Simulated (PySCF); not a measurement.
Dipole response of Re⁴⁸⁺ (rhenium, charge +48)

[Ar] 3d9, 2D determinant. All numbers are calculated (PySCF 2.14, scalar relativity by spin-free X2C-1e, in an uncontracted even-tempered set (18 s from 10 bohr⁻², ratio 2.5; 13 p from 14 bohr⁻², ratio 2.5; 7 d from 14 bohr⁻², ratio 2.5; 4 f from 58 bohr⁻², ratio 2.7; 3 g from 87 bohr⁻², ratio 2.7)). Coupled (time-dependent) response in atomic units; α is the mean over directions.

```tsv
method	mean α (bohr³)	α xx, yy, zz	C₆ (like pair)	S(−4)
UHF	0.001602	0.001760, 0.001760, 0.001288	0.0001706	9.774e-07
```

S(−4) is the Cauchy moment in α(ω) = α(0) + S(−4) ω² + …

Spin-orbit coupling is absent.

α(iu) at UHF:

```
u (hartree)  α(iu) (bohr³)
          0       0.001602
       9.00       0.001536
       18.0       0.001417
       36.0       0.001228
       54.0       0.001081
       72.0      0.0009465
       90.0      0.0008247
        135      0.0005817
        180      0.0004181
        270      0.0002368
        450      0.0001027
```

A single London oscillator, α(iu) = α/(1 + u²/ω²), gives C₆ = (3/4) ω α². Matching the computed C₆ needs ω = 4 × 0.0001706 / (3 × 0.001602²) = 88.6 hartree.

For an ion, C₆ is the dispersion term alone; charge-induced terms of lower order in 1/R come first.

The components differ because the open shell of this determinant is not spherical; for a pure term their mean is the scalar polarisability.

Spin-orbit coupling, absent here, splits the open shell strongly.
